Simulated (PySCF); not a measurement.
# Where the electron goes

Compound: CH₁₁FSi₄.
Structure used (GFN2-xTB), in Å, numbered top down from 1:
```
atom  x, y, z in Å
F1     2.895   -1.360    1.092
Si2    2.427    0.166    1.358
Si3    1.246    0.904   -0.475
C4     0.079   -0.426   -1.179
Si5   -1.181   -1.171    0.048
Si6   -2.571    0.440    0.946
H7     3.700    0.831    1.624
H8     1.693    0.047    2.617
H9     0.431    2.075   -0.110
H10    2.131    1.354   -1.566
H11   -0.464   -0.003   -2.026
H12    0.683   -1.238   -1.586
H13   -1.924   -2.212   -0.686
H14   -0.407   -1.889    1.074
H15   -2.496    1.728    0.248
H16   -2.267    0.722    2.353
H17   -3.982    0.044    0.908
```

Computed, not measured: PySCF 2.14.0, density-fitted response routines, TDDFT CAM-B3LYP/def2-SVPD, vertical, gas phase, core orbitals frozen in the response.

Frontier orbitals with the atoms that hold most of them (Löwdin shares over 4%, at most four atoms; ? is withheld):

```tsv
orbital	ε (eV)	atoms
HOMO-3	-10.73	Si5 22%, H14 18%, Si6 10%, C4 8%
HOMO-2	-10.11	C4 30%, Si5 18%, Si3 16%, H13 12%
HOMO-1	-9.90	?
HOMO	-9.74	Si6 17%, Si5 16%, Si2 14%, Si3 13%
LUMO	?	?
LUMO+1	0.46	Si3 18%, Si5 16%, Si6 14%, Si2 12%
LUMO+2	0.95	Si6 30%, Si5 25%, H15 6%, Si2 6%
```

Task: Give the leading atoms of the HOMO-1.

Result: Si6 (bonded to Si and 3 H) 16%; Si2 (bonded to F, Si and 2 H) 15%; Si3 (bonded to C, Si and 2 H) 15%; Si5 (bonded to C, Si and 2 H) 15%.

Task: Give the leading atoms of the LUMO.

Result: Si2 (bonded to F, Si and 2 H) 28%; Si3 (bonded to C, Si and 2 H) 19%; C4 (bonded to 2 Si and 2 H) 7%; H7 (bonded to Si) 7%. By element: silicon 47% or more, carbon 7%, hydrogen 7% or more.

Task: What is the LUMO energy, and the HOMO–LUMO gap?

Result: ε(LUMO) = 0.06 eV; the gap is 9.81 eV (0.3604 hartree).

Task: How does S1 compare with the orbital gap of 9.81 eV?

Result: S1 is at 6.41 eV (f = 0.020), 3.40 eV below the gap, made of HOMO→LUMO (48%), HOMO-1→LUMO (40%). 

Next come S2 at 6.94 eV (f 0.016), HOMO→LUMO+1 (36%), HOMO→LUMO (17%), HOMO-1→LUMO (16%); S3 at 7.15 eV (f 0.0052), HOMO-2→LUMO (34%), HOMO-1→LUMO+1 (31%); S4 at 7.16 eV (f 0.025), HOMO→LUMO+1 (35%), HOMO→LUMO+2 (24%), HOMO-1→LUMO+2 (11%); S5 at 7.25 eV (f 0.075), HOMO-2→LUMO (34%), HOMO-1→LUMO+1 (32%), HOMO→LUMO+1 (10%).

The run took 74 s (grids of density and orbitals included) on one thread of an Arm Neoverse V1, shared host with 32 logical CPUs at a one-minute load of 23, and the process peaked at 1.1 GiB of memory.

One conformer stands for the species.
